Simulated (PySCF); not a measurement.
A GIAO shielding run with PySCF 2.14.0 with density-fitted response routines (density fitting, non-relativistic, gas phase) on `C[C@H]([SiH3])O[SiH3]`, C₂H₁₀OSi₂:

```
$ OMP_NUM_THREADS=1 python probes_run.py task.json out

{"job": {"kind": "nmr", "xc": "LC-wPBE", "basis": "pcSseg-1", "pop": false}, "charge": 0, "multiplicity": 1}
C     -0.851875    -1.303762     0.128160
C     -0.339640     0.116284     0.305786
Si    -1.593966     1.448286    -0.227803
O      0.819298     0.361981    -0.478206
Si     2.349137    -0.206793    -0.136375
H     -1.762962    -1.470922     0.723468
H     -1.086430    -1.505230    -0.928617
H     -0.101826    -2.044040     0.452656
H     -0.107724     0.280460     1.378833
H     -2.852340     1.320868     0.574005
H     -1.010402     2.804604    -0.010372
H     -1.918940     1.265892    -1.674249
H      3.295257     0.615886    -0.936973
H      2.625574    -0.056771     1.328268
H      2.516824    -1.647631    -0.502011
```

Hardware: 1 thread of an Arm Neoverse V1, shared host.

(1) How large is the calculation?

(2) How long does it take, and how much memory does it need?

(3) And these other runs on the same molecule and hardware: GIAO shielding at B3LYP/pcSseg-1; GIAO shielding at B97-D/pcSseg-1; GIAO shielding at BLYP/pcSseg-1; GIAO shielding at BP86/pcSseg-1; GIAO shielding at HF/pcSseg-1; GIAO shielding at KT2/pcSseg-1?

Results:

(1) 58 electrons, 149 basis functions and 821 auxiliary functions.

(2) 32 s of wall time, with 13 SCF cycles and 6 response iterations; peak memory 0.77 GiB. Times on a shared host scatter by some tens of per cent.

(3) B3LYP/pcSseg-1: 149 functions, 15 s; B97-D/pcSseg-1: 149 functions, 21 s; BLYP/pcSseg-1: 149 functions, 22 s; BP86/pcSseg-1: 149 functions, 23 s; HF/pcSseg-1: 149 functions, 8.5 s; KT2/pcSseg-1: 149 functions, 25 s.
